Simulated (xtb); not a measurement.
Input file for xtb: GFN2-xTB on H5NOSn (SMILES [NH2][SnH2][OH]), a point of a torsion scan.

```
$ xtb mol.xyz --gfn 2 --opt vtight --chrg 0 --uhf 0 --input xcontrol
8

N      1.57062028    -0.21931559     0.16171846
Sn    -0.33270872     0.53517094     0.04689695
O     -1.59402652    -0.79975895    -0.71544726
H      1.54777988    -1.24416055     0.37227920
H      2.16368292     0.00657022    -0.65181597
H     -0.42514319     1.95896805    -0.93984546
H     -0.77069410     0.91495965     1.71303794
H     -1.09811435    -1.38310779    -1.33900081
$constrain
  force constant=1.0
  dihedral: 1,2,3,8,330.0
$end
```

The log:

```
[...]
           -------------------------------------------------
          |                Calculation Setup                |
           -------------------------------------------------



           -------------------------------------------------
          |                 G F N 2 - x T B                 |
           -------------------------------------------------

        Reference                      10.1021/acs.jctc.8b01176
      * Hamiltonian:
        H0-scaling (s, p, d)           1.850000    2.230000    2.230000
        zeta-weighting                 0.500000
      * Dispersion:
        s8                             2.700000
        a1                             0.520000
        a2                             5.000000
        s9                             5.000000
      * Repulsion:
        kExp                           1.500000    1.000000
        rExp                           1.000000
      * Coulomb:
        alpha                          2.000000
        third order                    shell-resolved
        anisotropic                    true
        a3                             3.000000
        a5                             4.000000
        cn-shift                       1.200000
        cn-exp                         4.000000
        max-rad                        5.000000


          ...................................................
          :                      SETUP                      :
          :.................................................:
          :  # basis functions                  23          :
          :  # atomic orbitals                  22          :
          :  # shells                           12          :
          :  # electrons                        20          :
          :  max. iterations                   250          :
          :  Hamiltonian                  GFN2-xTB          :
          :  restarted?                      false          :
          :  GBSA solvation                  false          :
          :  PC potential                    false          :
          :  electronic temp.          300.0000000     K    :
          :  accuracy                    1.0000000          :
          :  -> integral cutoff          0.2500000E+02      :
          :  -> integral neglect         0.1000000E-07      :
          :  -> SCF convergence          0.1000000E-05 Eh   :
          :  -> wf. convergence          0.1000000E-03 e    :
          :  Broyden damping             0.4000000          :
          :  net charge                          0          :
          :  unpaired electrons                  0          :
          ...................................................

 iter      E             dE          RMSdq      gap      omega  full diag
   1    -10.4001530 -0.104002E+02  0.170E+01    1.90       0.0  T
   2    -10.3460349  0.541181E-01  0.200E+01    5.62       1.0  T
   3    -11.5655057 -0.121947E+01  0.949E+00    4.82       1.0  T
   4    -11.5402701  0.252356E-01  0.759E+00    4.84       1.0  T
   5    -11.6358660 -0.955959E-01  0.171E+00    3.74       1.0  T
   6    -11.6389794 -0.311342E-02  0.725E-01    4.00       1.0  T
   7    -11.6384834  0.495964E-03  0.925E-01    3.95       1.0  T
   8    -11.6392871 -0.803622E-03  0.217E-01    4.14       1.0  T
   9    -11.6393416 -0.545811E-04  0.937E-02    4.10       1.0  T
  10    -11.6393505 -0.885144E-05  0.437E-02    4.09       1.0  T
  11    -11.6393520 -0.151248E-05  0.699E-03    4.08       5.1  T
  12    -11.6393521 -0.578187E-07  0.359E-03    4.08       9.8  T
  13    -11.6393521 -0.136271E-09  0.219E-03    4.08      16.2  T
  14    -11.6393521 -0.385619E-08  0.374E-04    4.08      94.5  T
  15    -11.6393521 -0.114984E-09  0.154E-04    4.08     229.9  T

   *** convergence criteria satisfied after 15 iterations ***

         #    Occupation            Energy/Eh            Energy/eV
      -------------------------------------------------------------
         1        2.0000           -0.7978121             -21.7096
       ...           ...                  ...                  ...
         4        2.0000           -0.5380253             -14.6404
         5        2.0000           -0.5156861             -14.0325
         6        2.0000           -0.4678627             -12.7312
         7        2.0000           -0.4594736             -12.5029
         8        2.0000           -0.4480662             -12.1925
         9        2.0000           -0.4311235             -11.7315
        10        2.0000           -0.3953050             -10.7568 (HOMO)
        11                         -0.2453266              -6.6757 (LUMO)
        12                         -0.1406461              -3.8272
        13                         -0.1201754              -3.2701
        14                         -0.1024420              -2.7876
        15                         -0.0479452              -1.3047
       ...                                ...                  ...
        22                
[...]
      ...        0 min,  0.000 sec (  2.437%)
 Dispersion                     ...        0 min,  0.000 sec (  0.807%)
 classical contributions        ...        0 min,  0.000 sec (  0.315%)
 integral evaluation            ...        0 min,  0.001 sec ( 22.921%)
 iterations                     ...        0 min,  0.001 sec ( 23.706%)
 molecular gradient             ...        0 min,  0.001 sec ( 45.575%)
 printout                       ...        0 min,  0.000 sec (  3.751%)

         :::::::::::::::::::::::::::::::::::::::::::::::::::::
         ::                     SUMMARY                     ::
         :::::::::::::::::::::::::::::::::::::::::::::::::::::
         :: total energy             -11.597679115474 Eh    ::
         :: gradient norm              0.000031651361 Eh/a0 ::
         :: HOMO-LUMO gap              5.097503531452 eV    ::
         ::.................................................::
         :: SCC energy               -11.666531800895 Eh    ::
         :: -> isotropic ES            0.040691364059 Eh    ::
         :: -> anisotropic ES          0.000122272645 Eh    ::
         :: -> anisotropic XC          0.003022272559 Eh    ::
         :: -> dispersion             -0.003345367561 Eh    ::
         :: repulsion energy           0.068851414695 Eh    ::
         :: add. restraining           0.000001270726 Eh    ::
         :: total charge              -0.000000000000 e     ::
         :::::::::::::::::::::::::::::::::::::::::::::::::::::

           -------------------------------------------------
          |                Property Printout                |
           -------------------------------------------------

    * Orbital Energies and Occupations

         #    Occupation            Energy/Eh            Energy/eV
      -------------------------------------------------------------
         1        2.0000           -0.7956454             -21.6506
         2        2.0000           -0.6529985             -17.7690
         3        2.0000           -0.5941738             -16.1683
         4        2.0000           -0.5335125             -14.5176
         5        2.0000           -0.5152477             -14.0206
         6        2.0000           -0.4717373             -12.8366
         7        2.0000           -0.4554262             -12.3928
         8        2.0000           -0.4489079             -12.2154
         9        2.0000           -0.4298528             -11.6969
        10        2.0000           -0.3973513             -10.8125 (HOMO)
        11                         -0.2100215              -5.7150 (LUMO)
        12                         -0.1313309              -3.5737
        13                         -0.1046486              -2.8476
        14                         -0.0894640              -2.4344
        15                         -0.0471822              -1.2839
        16                         -0.0073340              -0.1996
        17                          0.0692465               1.8843
        18                          0.1331457               3.6231
        19                          0.2244250               6.1069
        20                          0.5055342              13.7563
        21                          0.5697992              15.5050
        22                          0.6387920              17.3824
      -------------------------------------------------------------
                  HL-Gap            0.1873298 Eh            5.0975 eV
             Fermi-level           -0.3036864 Eh           -8.2637 eV

     #   Z          covCN         q      C6AA      α(0)
     1   7 N        2.545    -0.383    29.938     8.126
     2  50 Sn       3.494     0.270   323.526    32.957
     3   8 O        1.580    -0.500    22.942     6.463
     4   1 H        0.865     0.153     1.378     1.838
     5   1 H        0.866     0.149     1.405     1.856
     6   1 H        0.929    -0.002     3.084     2.746
     7   1 H        0.935     0.017     2.777     2.605
     8   1 H        0.826     0.295     0.732     1.342

 Mol. C6AA /au·bohr⁶  :       1201.144781
 Mol. C8AA /au·bohr⁸  :      73157.131707
 Mol. α(0) /au        :         57.933655


Wiberg/Mayer (AO) data.
largest (>0.10) Wiberg bond orders for each atom

 ---------------------------------------------------------------------------
     #   Z sym  total        # sym  WBO       # sym  WBO       # sym  WBO
 ---------------------------------------------------------------------------
     1   7 N    3.170 --     5 H    0.968     4 H    0.959     2 Sn   0.923
                             6 H    0.123     7 H    0.107
     2  50 Sn   3.220 --     3 O    0.944     1 N    0.923     7 H    0.673
                             6 H    0.652
     3   8 O    2.113 --     2 Sn   0.944     8 H    0.900
     4   1 H    0.977 --     1 N    0.959
     5   1 H    0.978 --     1 N    0.968
     6   1 H    1.000 --     2 Sn   0.652     7 H    0.132     1 N    0.123
     7   1 H    1.000 --     2 Sn   0.673     6 H    0.132     1 N    0.107
     8   1 H    0.913 --     3 O    0.900
 ---------------------------------------------------------------------------

Topologies differ in total number of bonds
Writing topology from bond orders to xtbtopo.mol

molecular dipole:
                 x           y           z       tot (Debye)
 q only:        0.711       0.292      -0.210
   full:        1.064       0.259      -0.534       3.096
molecular quadrupole (traceless):
                xx          xy          yy          xz          yz          zz
 q only:       -2.775      -0.406       1.784      -0.856       2.299       0.991
  q+dip:       -3.159      -0.021       1.248      -1.691       2.897       1.911
   full:       -2.171       0.391       0.868      -1.655       4.251       1.303

           -------------------------------------------------
          |                Geometry Summary                 |
           -------------------------------------------------

      molecular mass/u    :      153.7559245
   center of mass at/Å    :       -0.2542928       0.3066225      -0.0459403
  moments of inertia/u·Å² :        0.4877617E+02   0.8773901E+02   0.1274532E+03
rotational constants/cm⁻¹ :        0.3456121E+00   0.1921338E+00   0.1322653E+00

 * 7 selected distances

     #   Z          #   Z                                           value/Å
     1   7 N        2  50 Sn                                      2.0100179 (max)
     2  50 Sn       3   8 O                                       1.9322308
     1   7 N        4   1 H                                       1.0122193
     1   7 N        5   1 H                                       1.0102172
     2  50 Sn       6   1 H                                       1.6887080
     2  50 Sn       7   1 H                                       1.6524052
     3   8 O        8   1 H                                       0.9545807 (min)

 * 5 distinct bonds (by element types)

   Z      Z             #   av. dist./Å        max./Å        min./Å
   1 H    7 N           2     1.0112183     1.0122193     1.0102172
   1 H    8 O           1     0.9545807     0.9545807     0.9545807
   1 H   50 Sn          2     1.6705566     1.6887080     1.6524052
   7 N   50 Sn          1     2.0100179     2.0100179     2.0100179
   8 O   50 Sn          1     1.9322308     1.9322308     1.9322308


optimized geometry written to: xtbopt.xyz


           -------------------------------------------------
          | TOTAL ENERGY              -11.597679115474 Eh   |
          | GRADIENT NORM               0.000031651361 Eh/α |
Note: The following floating-point exceptions are signalling: IEEE_UNDERFLOW_FLAG IEEE_DENORMAL
normal termination of xtb
          | HOMO-LUMO GAP               5.097503531452 eV   |
           -------------------------------------------------

------------------------------------------------------------------------
------------------------------------------------------------------------
 total:
 SCF:
 ANC optimizer:
```

The run finished.

Warnings raised: the energy holds the restraint's term.

Cost: very roughly 0.28 core-seconds.
